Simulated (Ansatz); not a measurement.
The cluster Be2O3 (the lowest singlet isomer of a short search), 5 atoms. Hardware: 4 threads of Arm Neoverse V1 on a shared host.

Correlated methods freeze 3 core orbitals.

Q: How many basis functions does each of these Ansatz runs have, and roughly what does it cost? CAM-B3LYP-D4/def2-TZVP, charge 0 quintet, energy, from earlier orbitals; PBE0-D4/def2-TZVP, charge 1 doublet at the geometry of the charge 0 singlet, energy, from earlier orbitals; RPA@PBE/def2-TZVP, charge 0 triplet, energy, from earlier orbitals; r2SCAN-D4/def2-TZVP, charge 1 doublet at the geometry of the charge 0 singlet, energy, from earlier orbitals; PBE0-D4/def2-TZVP, charge 0 triplet, energy, from earlier orbitals; RPA@PBE/def2-TZVP, charge 0 quintet, energy, from earlier orbitals; PBE-D4/def2-TZVPD, charge 0 singlet, energy, from earlier orbitals; PBE-D4/def2-TZVP, charge 0 quintet, energy, from earlier orbitals; PBE0-D4/def2-SVP, charge 0 unrestricted singlet, energy with a search over starts; MP2/def2-TZVP, charge 0 quintet, energy, from earlier orbitals; MP2/def2-TZVP, charge 0 singlet, energy, from earlier orbitals; PBE0-D4/def2-TZVP, charge 0 unrestricted singlet, energy, from earlier orbitals.

A: Other jobs shared the machine, so times can vary by a factor of up to 3. A dash marks memory too small to be measured apart from the calling script's.

| run | functions | fitting or Cholesky vectors | wall time | peak host memory (GiB) |
| --- | --- | --- | --- | --- |
| MP2/def2-TZVP, charge 0 singlet, energy, from earlier orbitals | 131 | 923 | 0.6 s | – |
| PBE0-D4/def2-SVP, charge 0 unrestricted singlet, energy with a search over starts | 60 | 639 | 0.8 s | – |
| PBE-D4/def2-TZVPD, charge 0 singlet, energy, from earlier orbitals | 164 | 866 | 1.1 s | – |
| PBE-D4/def2-TZVP, charge 0 quintet, energy, from earlier orbitals | 131 | 735 | 1.2 s | – |
| PBE0-D4/def2-TZVP, charge 1 doublet at the geometry of the charge 0 singlet, energy, from earlier orbitals | 131 | 735 | 1.5 s | – |
| MP2/def2-TZVP, charge 0 quintet, energy, from earlier orbitals | 131 | 914 | 1.5 s | – |
| RPA@PBE/def2-TZVP, charge 0 quintet, energy, from earlier orbitals | 131 | 914 | 1.9 s | – |
| PBE0-D4/def2-TZVP, charge 0 unrestricted singlet, energy, from earlier orbitals | 131 | 735 | 1.9 s | – |
| RPA@PBE/def2-TZVP, charge 0 triplet, energy, from earlier orbitals | 131 | 914 | 2.3 s | – |
| PBE0-D4/def2-TZVP, charge 0 triplet, energy, from earlier orbitals | 131 | 735 | 2.9 s | – |
| r2SCAN-D4/def2-TZVP, charge 1 doublet at the geometry of the charge 0 singlet, energy, from earlier orbitals | 131 | 735 | 3.2 s | – |
| CAM-B3LYP-D4/def2-TZVP, charge 0 quintet, energy, from earlier orbitals | 131 | 735 | 7 s | – |
